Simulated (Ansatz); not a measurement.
The cation of CH₃BClN at the neutral geometry.

```yaml
crystal:
  periodic: [false, false, false]
  atoms:
    - {symbol: B, position_ang: [-0.487265, 0.684043, -0.489747]}
    - {symbol: C, position_ang: [0.239858, -0.365757, 0.401747]}
    - {symbol: N, position_ang: [0.778219, -1.142934, 1.058606]}
    - {symbol: Cl, position_ang: [0.069768, 0.331092, -2.222142]}
    - {symbol: H, position_ang: [-1.667091, 0.494394, -0.314373]}
    - {symbol: H, position_ang: [-0.129460, 1.761541, -0.077982]}
    - {symbol: H, position_ang: [1.257271, -1.830479, 1.598090]}
basis:
  gaussian: {orbitals: def2-QZVPP}
total_charge: 1
magnetization: {spin_polarized: true, initial_magnetization: 1}
correlation: {method: mp2}
scf: {omitted_lower_state_checks: [cluster_reference]}
```

```sh
$ ansatz run in.yaml --threads 2 --pin off --events-out ev --progress --plain
```

Output, abridged:

```
Functional definition: HF
1987 factors; integrals over basis functions are off by at most 8.4e-4 eV
mean field evaluation 1: about -15724.2833 eV, gradient 2.4e1 eV
mean field evaluation 2: about -15724.2864 eV, gradient 2.4e1 eV
mean field evaluation 4: about -15727.2614 eV, gradient 4.2e0 eV
mean field evaluation 8: about -15727.7184 eV, gradient 6.8e-1 eV
mean field evaluation 16: about -15727.7400 eV, gradient 2.3e-6 eV
mean field -15727.74002720 eV, -577.9837853543 hartree, gradient 2.3e-6 eV, S^2 0.765041; 7 other end points of the search recorded, 0 dependent functions left out
8 core orbitals not correlated: weight in the atoms' cores, before any rotation towards them, 1.000 or more for the frozen orbitals, at most 0.000 for the correlated occupied ones
reference -15727.74002720 eV, -577.9837853543 hartree; 11, 10 occupied and 312, 313 virtual orbitals, 1987 factors
second order -17.91371983 eV of doubles, -0.00000000 eV of singles
Total energy: -15745.65374702 eV, -578.6421024157 hartree
Checks for a lower state left out: cluster_reference
```

It took 46 s on 2 threads of a server CPU on a shared host, with 1.3 GiB of host memory at the peak.
